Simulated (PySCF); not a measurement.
## How methods differ on the electron affinity of I

I⁻ [Xe] (1S) → I [Kr] 4d10 5s2 5p5 (2P), as a difference of total energies. Computed with PySCF 2.14 in aug-cc-pVTZ-DK3 (8s7p5d2f, 68 functions), with the spin-free X2C one-electron Hamiltonian (Gaussian nucleus). Correlated levels: valence: [Kr] 4d10 frozen. The calculations carry no spin-orbit coupling.

```tsv
method	electron affinity (eV)
UHF	2.307
MP2 (valence)	3.202
SCS-MP2 (valence)	3.136
CCSD (valence)	3.090
CCSD(T) (valence)	3.159
```

A first-order spin-orbit estimate (lowest level to lowest level, LS coupling) adds -0.299 eV.

Errors of the correlated levels include the incompleteness of this basis and the frozen core.

**Question.** Which method comes closest to the reference value, and which is furthest?

**Answer.** The reference is 3.059 eV (measured; photodetachment measurements, as compiled on the Wikipedia data page of electron affinities). Closest: MP2 (valence) (error -0.156 eV); furthest: UHF (error -1.051 eV), both after the spin-orbit estimate.
